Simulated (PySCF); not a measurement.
Delta-SCF ions had no search for a lower state. 

**H₃Al, SMILES `[AlH3]` (charge 0, multiplicity 1)**

All values below come from PySCF 2.14.0 with TPSSh-D3(BJ)/def2-TZVP // CAM-B3LYP-D3(BJ)/def2-TZVP.

```
Quantity                                                        Result
--------------------------------------  ------------------------------
HOMO                                                          -8.05 eV
dipole moment                                                   0.00 D
LUMO                                                          -2.00 eV
HOMO–LUMO gap                                                  6.05 eV
vertical ionisation energy (Delta-SCF)                        11.13 eV
total energy                                              -244.2258 Ha
cost                                    around 19 core-seconds (rough)
```

Bond lengths (Å): Al1–H2 1.576, Al1–H3 1.576, Al1–H4 1.576. Bond angles (°): H2–Al1–H3 120.0, H2–Al1–H4 120.0, H3–Al1–H4 120.0.
